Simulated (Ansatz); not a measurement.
Nudged elastic band run: CH$_{4}$FIn

Input:

```yaml
crystal:
  periodic: [false, false, false]
  atoms:
    - { symbol: C, position_ang: [-0.915021, 0.419949, -0.273129] }
    - { symbol: In, position_ang: [1.037379, -0.322105, 0.082366] }
    - { symbol: F, position_ang: [0.99308, -1.488057, 1.668401] }
    - { symbol: H, position_ang: [-1.154361, 0.405958, -1.355031] }
    - { symbol: H, position_ang: [-1.631092, -0.209848, 0.290893] }
    - { symbol: H, position_ang: [-0.974752, 1.465104, 0.094992] }
    - { symbol: H, position_ang: [2.644767, -0.271001, -0.508483] }
basis:
  gaussian: { orbitals: def2-SVP }
hamiltonian:
  xc: lda
neb:
  order_check: false
  images: 5
  f_tol: 0.03
  max_iterations: 60
  final_atoms:
    - { symbol: C, position_ang: [-0.93925917, 0.35635774, -0.28247973] }
    - { symbol: In, position_ang: [0.9985955, -0.43111372, 0.05554699] }
    - { symbol: F, position_ang: [1.4158154, -0.29067346, 1.97425601] }
    - { symbol: H, position_ang: [-0.84382028, 1.3745563, -0.71307206] }
    - { symbol: H, position_ang: [-1.5080427, -0.28245944, -0.98742723] }
    - { symbol: H, position_ang: [-1.46114925, 0.41813665, 0.69304901] }
    - { symbol: H, position_ang: [2.3378605, -1.14480407, -0.73986398] }
  initial_path:
    images:
      - { positions_ang: [[-0.915021, 0.419949, -0.273129], [1.037379, -0.322105, 0.082366], [0.99308, -1.488057, 1.668401], [-1.154361, 0.405958, -1.355031], [-1.631092, -0.209848, 0.290893], [-0.974752, 1.465104, 0.094992], [2.644767, -0.271001, -0.508483]] }
      - { positions_ang: [[-0.93378255, 0.42418235, -0.28202909], [1.04314381, -0.34414167, 0.07264024], [1.06967371, -1.27614026, 1.76397934], [-1.11001422, 0.59557351, -1.31596357], [-1.62023059, -0.29161174, 0.08752001], [-1.06388238, 1.33527996, 0.24074153], [2.61509223, -0.44314215, -0.56687947]] }
      - { positions_ang: [[-0.9525441, 0.42841571, -0.29092917], [1.04890862, -0.36617835, 0.06291448], [1.14626741, -1.06422351, 1.85955769], [-1.06566743, 0.78518903, -1.27689614], [-1.60936919, -0.37337549, -0.11585298], [-1.15301276, 1.20545591, 0.38649107], [2.58541745, -0.6152833, -0.62527593]] }
      - { positions_ang: [[-0.97130566, 0.43264906, -0.29982926], [1.05467343, -0.38821502, 0.05318871], [1.22286112, -0.85230677, 1.95513603], [-1.02132065, 0.97480454, -1.23782871], [-1.59850778, -0.45513923, -0.31922597], [-1.24214314, 1.07563187, 0.5322406], [2.55574268, -0.78742445, -0.6836724]] }
      - { positions_ang: [[-0.96062349, 0.40721862, -0.29404609], [1.03598079, -0.40251459, 0.05397481], [1.28717921, -0.66509566, 1.96150936], [-0.96215386, 1.10805513, -1.06290983], [-1.56835275, -0.3975793, -0.54195972], [-1.31514518, 0.8564668, 0.5858434], [2.48311528, -0.90655099, -0.70240293]] }
      - { positions_ang: [[-0.94994133, 0.38178818, -0.28826291], [1.01728815, -0.41681415, 0.0547609], [1.35149731, -0.47788456, 1.96788268], [-0.90298707, 1.24130571, -0.88799095], [-1.53819773, -0.34001937, -0.76469348], [-1.38814721, 0.63730173, 0.6394462], [2.41048789, -1.02567753, -0.72113345]] }
      - { positions_ang: [[-0.93925917, 0.35635774, -0.28247973], [0.9985955, -0.43111372, 0.05554699], [1.4158154, -0.29067346, 1.97425601], [-0.84382028, 1.3745563, -0.71307206], [-1.5080427, -0.28245944, -0.98742723], [-1.46114925, 0.41813665, 0.69304901], [2.3378605, -1.14480407, -0.73986398]] }
```

Command:

```bash
$ ansatz run input.yaml --threads 1 --pin off --max-ram 2048MiB --backend cpu --events-out ev --progress --plain --runs-dir out
```

Output, in part (warnings, iteration lines, the closing report on the highest movable image, with atoms numbered from 0):

```
NEB end point (image 0): max|allowed force component| = 8.157e-3 eV/Å (the criterion of neb.relax_end_points is 1.000e-2)
NEB end point (image 6): max|allowed force component| = 1.307e-2 eV/Å (the criterion of neb.relax_end_points is 1.000e-2)
NEB iter   1: max|band force component| = 2.772e0 eV/Å  barrier→ = 0.2774 eV  barrier← = 0.2772 eV  Δτ_max = 0.1259 Å  (175 SCF iters)
NEB iter   2: max|band force component| = 5.530e-1 eV/Å  barrier→ = 0.0252 eV  barrier← = 0.0250 eV  Δτ_max = 0.0723 Å  (138 SCF iters)
NEB iter   3: max|band force component| = 9.883e-2 eV/Å  barrier→ = 0.0031 eV  barrier← = 0.0029 eV  CI = image 2  Δτ_max = 0.0202 Å  (140 SCF iters)
NEB iter   4: max|band force component| = 5.737e-2 eV/Å  barrier→ = 0.0020 eV  barrier← = 0.0018 eV  CI = image 2  Δτ_max = 0.0041 Å  (139 SCF iters)
NEB iter   5: max|band force component| = 1.493e-2 eV/Å  barrier→ = 0.0019 eV  barrier← = 0.0018 eV  CI = image 2  Δτ_max = 0.0000 Å  (245 SCF iters)
Total energy: -8953.27516243 eV, -329.0267934716 hartree
Atom 0 at    -0.918166     0.403892    -0.292799 Å, force     0.006660     0.005245    -0.006273 eV/Å
Atom 1 at     1.025943    -0.357205     0.066745 Å, force     0.000300    -0.001497     0.004968 eV/Å
Atom 2 at     1.118344    -1.068757     1.900553 Å, force    -0.001374     0.001404    -0.004271 eV/Å
Atom 3 at    -1.026513     0.781732    -1.327940 Å, force    -0.000716    -0.003230     0.002192 eV/Å
Atom 4 at    -1.650024    -0.408230    -0.106132 Å, force    -0.001305     0.001649     0.002608 eV/Å
Atom 5 at    -1.107535     1.224347     0.429397 Å, force    -0.003384    -0.003630     0.001717 eV/Å
Atom 6 at     2.557951    -0.575779    -0.669815 Å, force    -0.000181     0.000058    -0.000941 eV/Å
Dipole moment:    -0.204528     0.276733    -0.564468 e Å
```

The forces met the threshold. The top lies less than 8 meV above the higher end, about what the thresholds resolve: that end is a shoulder or a very shallow well. A vibrational analysis at the climbing image gives no mode beyond 40i cm⁻¹: the surface is too flat there to confirm a saddle point.

Final band (atoms are numbered from 1 in the order of the input):

| image | path coordinate (Å) | energy (eV) | dihedral H5–C1–In2–F3 (°) |
| --- | --- | --- | --- |
| 0 | 0.00 | 0.000 | -17 |
| 1 | 0.48 | 0.001 | -36 |
| 2 | 0.96 | 0.002 | -57 |
| 3 | 1.44 | 0.001 | -77 |
| 4 | 1.91 | 0.000 | -97 |
| 5 | 2.39 | 0.000 | -117 |
| 6 | 2.87 | 0.000 | -138 |

Time of the run: 57 s on 1 thread of Arm Neoverse N1 (shared host), peak memory 0.13 GiB.
